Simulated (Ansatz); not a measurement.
```yaml
atoms:
  - { symbol: C, position_ang: [0.0569, 0.0799, -0.5535] }
  - { symbol: F, position_ang: [0.0648, 0.9266, 0.2763] }
  - { symbol: F, position_ang: [0.0130, -1.0848, 0.2738] }
```

Basis set: cc-pVDZ (spherical functions). Correlated methods keep 3 orbitals frozen. Charge 0, multiplicity 1.

Computed with Ansatz (development build ahead of 0.2.0); each method stands on the lowest determinant of its kind that the runs found. Restricted open shells among the atoms or ions are ROHF, correlated in semicanonical orbitals with singles.

Question: Give the atomization energy at this shape (free ground-state atoms in the same class of orbitals less the molecule, no zero-point energy) of singlet CF₂ by RHF-MP2, RHF.

Answer:

| method | atomization energy |
| --- | --- |
| RHF-MP2 | 230.04 kcal/mol |
| RHF | 142.54 kcal/mol |

Caution: stretched shape with no unrestricted run beside it, a lower state can exist. Caution for RHF-MP2: bonds are stretched, where a single reference can fail.
